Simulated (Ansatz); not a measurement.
Species: [Cd(Cl)2] (charge 0, multiplicity 1), formula CdCl2.

**Question.** How many basis functions does frozen-core CCSD(T)/def2-TZVPP // TPSS-D3(BJ)/def2-SVP (Ansatz, a first-principles code) use, how many core orbitals are frozen, and how many electrons are correlated?

**Answer.** 140 basis functions and 10 frozen orbitals, which leaves 34 correlated electrons. Core time is of the order of seconds.
